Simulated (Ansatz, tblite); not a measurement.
Forces on the cluster Zr4 at its PBE0-D4/def2-SVP geometry. Total charge 0; singlet.

In the def2 sets Zr takes a core potential; there is no spin–orbit coupling. The xTB rows come from tblite. The restricted singlet is unstable towards broken spin symmetry in Hartree–Fock (as tested in another run); at PBE-D4/def2-TZVP this wasn't settled. Another isomer (quintet) lies 1.20 eV lower at PBE0-D4/def2-TZVP; other spin states weren't run for this one.

GFN1-xTB (tblite), largest force 12.93 eV/Å:

```xyz
4
positions Å, forces eV/Å
Zr    0.823   -0.503    0.966    7.339   -4.490    8.629
Zr   -1.793   -0.755    1.134  -10.292   -4.343    6.516
Zr    1.793    0.755   -1.134   10.296    4.336   -6.512
Zr   -0.823    0.503   -0.966   -7.343    4.497   -8.633
```

GFN2-xTB (tblite), largest force 14.78 eV/Å:

```
Zr 8.905 -5.443 10.460
Zr -9.658 -4.072 6.109
Zr 9.659 4.067 -6.109
Zr -8.906 5.448 -10.460
```

PBE-D4/def2-TZVP (Ansatz), largest force 0.46 eV/Å:

```
Zr -0.034 0.020 -0.040
Zr -0.367 -0.155 0.233
Zr 0.367 0.155 -0.232
Zr 0.034 -0.021 0.039
```
